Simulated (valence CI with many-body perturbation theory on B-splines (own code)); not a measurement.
# E1 line list for Pr46+

Calculated by relativistic CI+MBPT: three valence electrons over a frozen Dirac-Fock core [Ne], a basis of 11 s, 11 p, 9 d, 7 f, 5 g, 2 h, 1 i functions for each j, with the one-electron correlation potential Σ1, the two-electron term Σ2, the three-electron term Σ3, Breit, model QED; selected CI, second order for the rest (own B-spline code, finite nucleus).

The last digits are not significant, and no measured levels were compared; by estimate large intervals hold to a few tenths of a per cent, small ones and those within an open d or f shell to about a per cent.

Lines 151 to 200 of 276 in falling wavelength, among levels below 742.40 eV, chosen from the strongest by gf and those to the six lowest levels. Wavelengths and rates use the calculated energies. Electric multipoles are in the length gauge, E1 and E2 with the static RPA response of the core. Weak lines are less certain than strong ones. Lines between different terms over intervals too small for the method are left out, as are lines whose strength nearly cancels. The highest levels of a list are the least certain.

Levels are named by their leading jj configuration (3d3/2^4 stands for four electrons in 3d with j = 3/2), which in mixed levels can hold well under half, so a name can repeat and another be missing. Letters in brackets count levels of one name in rising energy.

```
λ vac (Å)                          Upper                       Lower   A (s⁻¹)  S (a.u.) with core polarisation  S without
    47.54          (3p1/2 3p3/2^2) J=3/2      (3s 3p1/2 3p3/2) J=5/2  3.88e+10                         8.24e-03   8.39e-03
    47.34  (3p1/2 3p3/2 3d5/2) J=3/2 [b]  (3s 3p1/2 3d5/2) J=5/2 [b]  2.03e+11                         4.25e-02   4.33e-02
    46.94  (3p1/2 3p3/2 3d3/2) J=5/2 [a]       (3p1/2^2 3p3/2) J=3/2  3.09e+10                         9.48e-03   9.65e-03
    46.84             (3s 3p3/2^2) J=3/2          (3s^2 3p3/2) J=3/2  7.76e+11                         1.58e-01   1.60e-01
    46.70     (3s 3p1/2 3d3/2) J=3/2 [a]          (3s 3p1/2^2) J=1/2  3.29e+10                         6.62e-03   6.74e-03
    46.34     (3s 3p3/2 3d5/2) J=3/2 [b]          (3s^2 3d5/2) J=5/2  4.23e+11                         8.32e-02   8.47e-02
    46.33     (3s 3p3/2 3d3/2) J=3/2 [a]  (3s 3p1/2 3p3/2) J=3/2 [b]  2.65e+09                         5.21e-04   5.31e-04
    46.18     (3s 3p3/2 3d3/2) J=5/2 [a]  (3s 3p1/2 3p3/2) J=3/2 [b]  2.67e+10                         7.80e-03   7.94e-03
    46.16     (3s 3p3/2 3d3/2) J=1/2 [a]  (3s 3p1/2 3p3/2) J=3/2 [b]  2.18e+10                         2.11e-03   2.15e-03
    46.05          (3p1/2 3p3/2^2) J=5/2  (3s 3p1/2 3p3/2) J=3/2 [a]  1.08e+10                         3.12e-03   3.17e-03
    45.98     (3s 3p3/2 3d5/2) J=5/2 [b]          (3s^2 3d5/2) J=5/2  3.31e+11                         9.53e-02   9.71e-02
    45.94  (3p1/2 3p3/2 3d3/2) J=5/2 [b]      (3s 3p1/2 3d3/2) J=5/2  5.53e+10                         1.59e-02   1.62e-02
    45.91  (3p1/2 3p3/2 3d3/2) J=3/2 [a]       (3p1/2^2 3p3/2) J=3/2  8.06e+10                         1.54e-02   1.57e-02
    45.89  (3p1/2 3p3/2 3d5/2) J=5/2 [b]  (3s 3p1/2 3d5/2) J=5/2 [a]  1.06e+11                         3.05e-02   3.10e-02
    45.30          (3p1/2 3p3/2^2) J=3/2  (3s 3p1/2 3p3/2) J=3/2 [a]  2.26e+11                         4.15e-02   4.23e-02
    44.91             (3s 3d3/2^2) J=3/2      (3s 3p1/2 3d3/2) J=1/2  3.16e+11                         5.65e-02   5.75e-02
    44.88     (3s 3d3/2 3d5/2) J=7/2 [a]  (3s 3p1/2 3d5/2) J=5/2 [b]  4.60e+10                         1.64e-02   1.67e-02
    44.52  (3p1/2 3p3/2 3d5/2) J=3/2 [b]  (3s 3p1/2 3d5/2) J=5/2 [a]  6.90e+10                         1.20e-02   1.22e-02
    44.46                (3p3/2^3) J=3/2          (3s 3p3/2^2) J=5/2  1.37e+11                         2.38e-02   2.42e-02
    44.41  (3p1/2 3p3/2 3d3/2) J=5/2 [b]  (3s 3p1/2 3d3/2) J=3/2 [a]  9.56e+10                         2.48e-02   2.53e-02
    44.11     (3s 3p3/2 3d3/2) J=3/2 [b]      (3s 3p1/2 3p3/2) J=1/2  1.82e+11                         3.08e-02   3.14e-02
    43.98             (3s 3d3/2^2) J=5/2  (3s 3p1/2 3d3/2) J=3/2 [b]  4.42e+11                         1.11e-01   1.13e-01
    43.85          (3p1/2 3p3/2^2) J=1/2  (3s 3p1/2 3p3/2) J=3/2 [a]  2.52e+10                         2.10e-03   2.14e-03
    43.56     (3s 3p3/2 3d3/2) J=3/2 [a]      (3s 3p1/2 3p3/2) J=5/2  6.69e+10                         1.09e-02   1.11e-02
    43.55     (3s 3d3/2 3d5/2) J=7/2 [a]      (3s 3p1/2 3d5/2) J=7/2  2.86e+11                         9.34e-02   9.51e-02
    43.42     (3s 3p3/2 3d3/2) J=5/2 [a]      (3s 3p1/2 3p3/2) J=5/2  3.62e+11                         8.76e-02   8.92e-02
    43.00         (3s 3p3/2 3d3/2) J=7/2      (3s 3p1/2 3p3/2) J=5/2  3.38e+11                         1.06e-01   1.08e-01
    42.87     (3s 3p3/2 3d3/2) J=3/2 [b]  (3s 3p1/2 3p3/2) J=3/2 [b]  2.44e+11                         3.79e-02   3.86e-02
    42.65     (3s 3d3/2 3d5/2) J=5/2 [a]      (3s 3p1/2 3d5/2) J=7/2  7.92e+10                         1.82e-02   1.85e-02
    42.46     (3s 3d3/2 3d5/2) J=5/2 [b]      (3s 3p1/2 3d5/2) J=3/2  1.72e+11                         3.90e-02   3.97e-02
    42.40  (3p1/2 3p3/2 3d3/2) J=3/2 [b]       (3p1/2^2 3p3/2) J=3/2  5.45e+11                         8.20e-02   8.35e-02
    42.37     (3s 3d3/2 3d5/2) J=3/2 [b]      (3s 3p1/2 3d5/2) J=3/2  3.00e+11                         4.50e-02   4.58e-02
    42.34     (3s 3d3/2 3d5/2) J=7/2 [a]  (3s 3p1/2 3d5/2) J=5/2 [a]  1.07e+11                         3.21e-02   3.27e-02
    42.29  (3p1/2 3p3/2 3d3/2) J=5/2 [b]       (3p1/2^2 3p3/2) J=3/2  2.20e+11                         4.94e-02   5.03e-02
    42.13         (3s 3p1/2 3d3/2) J=1/2          (3s 3p1/2^2) J=1/2  5.09e+11                         3.76e-02   3.83e-02
    42.03     (3s 3d3/2 3d5/2) J=7/2 [b]  (3s 3p1/2 3d5/2) J=5/2 [b]  2.32e+11                         6.80e-02   6.92e-02
    41.99         (3s 3d3/2 3d5/2) J=9/2      (3s 3p1/2 3d5/2) J=7/2  2.70e+11                         9.88e-02   1.01e-01
    41.97     (3s 3d3/2 3d5/2) J=5/2 [b]  (3s 3p1/2 3d5/2) J=5/2 [b]  2.82e+11                         6.16e-02   6.28e-02
    41.87     (3s 3d3/2 3d5/2) J=3/2 [b]  (3s 3p1/2 3d5/2) J=5/2 [b]  1.02e+11                         1.48e-02   1.50e-02
    41.87             (3s 3d3/2^2) J=1/2  (3s 3p1/2 3d3/2) J=3/2 [b]  5.86e+11                         4.25e-02   4.33e-02
    41.83  (3p1/2 3p3/2 3d3/2) J=1/2 [b]       (3p1/2^2 3p3/2) J=3/2  3.64e+11                         2.63e-02   2.68e-02
    41.81     (3s 3p1/2 3d3/2) J=3/2 [b]          (3s 3p1/2^2) J=1/2  5.57e+11                         8.03e-02   8.18e-02
    41.67     (3s 3p3/2 3d3/2) J=3/2 [a]  (3s 3p1/2 3p3/2) J=3/2 [a]  3.57e+11                         5.10e-02   5.20e-02
    41.58     (3s 3p3/2 3d5/2) J=5/2 [a]  (3s 3p1/2 3p3/2) J=3/2 [b]  9.36e+08                         1.99e-04   2.03e-04
    41.56             (3s 3d3/2^2) J=1/2      (3s 3p1/2 3d3/2) J=1/2  3.37e+11                         2.39e-02   2.43e-02
    41.55     (3s 3p3/2 3d3/2) J=5/2 [a]  (3s 3p1/2 3p3/2) J=3/2 [a]  1.59e+11                         3.39e-02   3.45e-02
    41.53     (3s 3p3/2 3d3/2) J=1/2 [a]  (3s 3p1/2 3p3/2) J=3/2 [a]  3.49e+11                         2.47e-02   2.52e-02
    41.49     (3s 3d3/2 3d5/2) J=5/2 [a]  (3s 3p1/2 3d5/2) J=5/2 [a]  2.89e+11                         6.12e-02   6.24e-02
    41.46     (3s 3p3/2 3d3/2) J=1/2 [b]      (3s 3p1/2 3p3/2) J=1/2  3.96e+11                         2.79e-02   2.84e-02
    41.46             (3s^2 3d3/2) J=3/2          (3s^2 3p1/2) J=1/2  7.15e+11                         1.01e-01   1.02e-01
```
